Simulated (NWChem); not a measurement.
Basis-set dependence for OSe

```
O
Se 1 1.6566
```
Charge 0, spin multiplicity 3.

All runs are NWChem calculations. Structure: optimised with UB3LYP/def2-SVP, a minimum by its harmonic frequencies.

Hartree-Fock energies in Ha, correlation energies in mHa.

The Hamiltonian is non-relativistic. The correlated methods keep 10 core orbitals frozen. The structure started from a generated list of species. The unpaired electrons of the parent sit in orbitals of symmetry b1 and b2 (C2v labels of the run); other states weren't searched. The stability of the SCF solutions was not checked. Open-shell Hartree-Fock references start from PBE0 orbitals. Coupled-cluster values serve here as a point of comparison, not as the truth.

```tsv
basis	functions	UHF	UMP2	SCS-UMP2	CCSD on ROHF	CCSD[T] on ROHF	CCSD(T) on ROHF	CCSD on UHF	CCSD[T] on UHF	CCSD(T) on UHF
STO-3G	23	-2447.33913	-75.5	-57.9	-93.4	-95.5	-94.8	-91.2	-93.1	-92.4
def2-SVP	46	-2474.28366	-408.3	-375.4	-420.2	-437.1	-435.3	-406.1	-420.9	-419.6
def2-TZVP	79	-2474.68861	-483.0	-451.3	-498.0	-524.9	-522.2	-482.3	-505.8	-504.1
def2-QZVP	132	-2474.74048	-570.5	-534.2	not run	not run	not run	not run	not run	not run
```

From def2-TZVP to def2-QZVP the Hartree-Fock energy moves by -51.9 mHa and the UMP2 correlation energy by -87.5 mHa, which is 15 % of its value in the larger set.
